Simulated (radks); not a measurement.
Exchange energies: the exact (Fock) value of the Kohn-Sham orbitals and density-functional approximations, as 100 (|E| - |E exact|)/|E exact|, negative where the magnitude is too small. Species: Cu [Ar] 3d10 4s1; F2+ [He] 2s2 2p3. All-electron calculation, non-relativistic Kohn-Sham, PBE, spin-polarised, spherical densities, point nucleus. Program: a radial shooting solver on a logarithmic mesh with Libxc functionals. Every spin shell is full or empty, so the densities are truly spherical. Functionals are evaluated on that one density, not self-consistently.

[
 {"functional": "exact (hartree)", "Cu": "-65.5486", "F2+": "-9.18532"},
 {"functional": "LDA", "Cu": "-5.62", "F2+": "-10.26"},
 {"functional": "PBEsol", "Cu": "-2.27", "F2+": "-4.40"},
 {"functional": "revPBE", "Cu": "+0.29", "F2+": "-0.06"},
 {"functional": "RPBE", "Cu": "+0.37", "F2+": "+0.16"},
 {"functional": "WC", "Cu": "-0.60", "F2+": "-2.34"},
 {"functional": "SOGGA", "Cu": "-2.29", "F2+": "-4.49"},
 {"functional": "APBE", "Cu": "+0.98", "F2+": "+0.48"},
 {"functional": "TPSS", "Cu": "+0.47", "F2+": "+0.28"},
 {"functional": "revTPSS", "Cu": "-0.28", "F2+": "-0.17"},
 {"functional": "MS2", "Cu": "+0.08", "F2+": "+0.27"},
 {"functional": "TASK", "Cu": "-2.40", "F2+": "-2.59"}
]
